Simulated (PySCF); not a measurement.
BFHI, SMILES FBI.

Geometry: PBE-D3(BJ)/def2-TZVP. The def2 effective core potentials stand for the cores of I; spin–orbit coupling is left out.

Computed with PBE/def2-TZVPD in PySCF.

The molecule is in vacuum.

**Question.** Estimate the frontier levels, gap, dipole moment and polarisability. (Estimate from the structure and the level; the computed values follow.)

**Answer.** 
```json
{
  "highest_occupied_level": "-6.78 eV",
  "lowest_empty_level": "-2.55 eV",
  "orbital_gap": "4.23 eV",
  "dipole_moment": "0.112 e·Å",
  "quadrupole, principal values (traceless, Buckingham form, about the centre of nuclear charge)": "-3.34, 0.87, 2.47 D·Å",
  "mean_static_polarisability": "52.5 bohr³ (7.78 Å³)",
  "polarisability_principal_values": "43.2, 47.5, 66.8 bohr³"
}
```
